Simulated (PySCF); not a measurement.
Compound: C₃H₁₂Si₃.
SMILES with atom numbers: `[SiH3:1][SiH2:2][SiH2:3][CH:4]1[CH2:5][CH2:6]1`

Geometry (PBE0-D3(BJ)/def2-SVP, Å), atoms numbered from 1 in this order:
```
atom  x, y, z in Å
Si1    2.7932   -0.7100    0.1338
Si2    1.3169    0.9202    0.9499
Si3   -0.3837    1.3811   -0.6103
C4    -1.7010    0.0528   -0.5799
C5    -2.2379   -0.4815    0.7261
C6    -1.4046   -1.3619   -0.1435
H7     3.3116   -0.2897   -1.2050
H8     2.0869   -2.0193   -0.0275
H9     3.9534   -0.9104    1.0562
H10    0.7407    0.4555    2.2538
H11    2.0960    2.1721    1.2139
H12    0.2504    1.4682   -1.9653
H13   -0.9816    2.7210   -0.3059
H14   -2.4418    0.1442   -1.3834
H15   -1.7998   -0.1133    1.6593
H16   -3.3115   -0.6782    0.7902
H17   -1.8970   -2.1726   -0.6872
H18   -0.3910   -1.6098    0.1875
```

Lines to be assigned: C 1s: 290.19 (area 1), 290.64 (area 2) eV; Si 1s: 1845.73 (area 1), 1845.85 (area 1), 1846.10 (area 1) eV; Si 2p3/2: 106.08 (area 1), 106.12 (area 1), 106.39 (area 1) eV.

Theory: delta-SCF UKS SCAN, pcX-2 on the ionised atom, pcseg-1 elsewhere, spin-free X2C in PySCF. The structure is a single PBE0-D3(BJ)/def2-SVP conformer in the gas phase; no vibrational or solvent corrections.

Problem. Assign the C 1s lines to atoms.

Solution. 290.19 eV: C4 (sp3 carbon bound to silicon); 290.64 eV: C5/C6 (three-membered-ring carbon). Lowest listed C 1s: C4, bonded to 2 C, H and Si. Highest, 0.45 eV above it: C5/C6, bonded to 2 C and 2 H. Summing the Pauling electronegativity differences to the bonded atoms, each weighted by its formal bond order, gives -1.00 for the lowest site and -0.70 for the highest.

Bonded neighbours of each site: Si1: 3 H and Si; Si2: 2 H and 2 Si; Si3: C, 2 H and Si; C4: 2 C, H and Si; C5/C6: 2 C and 2 H.

Problem. Which photon energy gives electrons from Si 1s of Si2 a kinetic energy of 50 eV, and what is their de Broglie wavelength?

Solution. hν = 1845.73 + 50 = 1895.73 eV, recoil neglected; λ = 12.264 Å/√(E/eV) = 1.73 Å.

One atom of each set of topologically equivalent atoms was ionised and stands for the set; in this conformer not all members are related by symmetry, and their own values weren't computed. The 2p values aren't plain energy differences: one relaxed spin-free 2p hole is combined with a matrix within the shell (ground-state 2p orbital-energy differences and spin–orbit coupling). 2p3/2, the mean of its two sublevels, lies a third of the splitting below the shell's mean and 2p1/2 two thirds above it; the statistical areas are 2:1. 2p1/2 minus 2p3/2 (ligand field included): Si 0.62 eV.
